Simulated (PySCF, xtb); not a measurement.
TaF4, SMILES [F][Ta+]([F])([F])[F], charge +1, multiplicity 1.

Harmonic wavenumbers (cm⁻¹) from GFN2-xTB (xtb) at its own minimum, in rising order: 146, 146, 146, 175, 175, 491, 533, 533, 533.

What does PBE-D3(BJ)/def2-SVP in PySCF 2.14.0 give at its own minimum? (Estimate from the structure and the level; the computed values follow.)

166, 166, 166, 189, 189, 763, 771, 771, 771. Paired by order, the mean absolute difference is 120 cm⁻¹ and the zero-point energies are 4.1 and 5.7 kcal/mol.
